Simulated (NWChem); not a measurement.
# CdHBr; SMILES [Br][CdH]

Results from NWChem. The geometry was optimised at PBE0/def2-SVP. def2 effective core potentials on Cd; no spin-orbit coupling. Level PBE/def2-SVP: energy and gradient on several grids; changes count from the extra-fine grid, which is no exact limit either.

| grid | size of the energy change (μHa) | largest change of a gradient component (μHa/bohr) |
|---|---|---|
| xcoarse | 3000 | 2000 |
| coarse | 20 | 2000 |
| medium | 20 | 90 |
| fine | < 10 | < 30 |
| xfine | < 10 | < 30 |
